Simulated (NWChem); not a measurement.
System: CHCl2 cation

The following NWChem deck was run.

```
start job
memory heap 200 mb stack 900 mb global 1100 mb
charge 1
geometry units angstroms noautoz
  Cl     1.447254     0.000000    -0.156525
  C      0.000000     0.000000     0.608428
  Cl    -1.447254     0.000000    -0.156525
  H      0.000000     0.000000     1.701032
end
basis spherical
  * library def2-tzvp
end
dft
  xc optx lyp
  iterations 150
  mulliken
end
task dft energy
```

Coordinates come from a B3LYP/6-31G* (spherical d) optimisation.

### Question
Predict the main results of this run. (OLYP/def2-TZVP.) Quantities: energy (Ha); highest occupied level (eV); orbital gap (eV).

### Answer
```json
{
  "energy (Ha)": "-958.83",
  "highest occupied level (eV)": "-14.85",
  "orbital gap (eV)": "3.59"
}
```
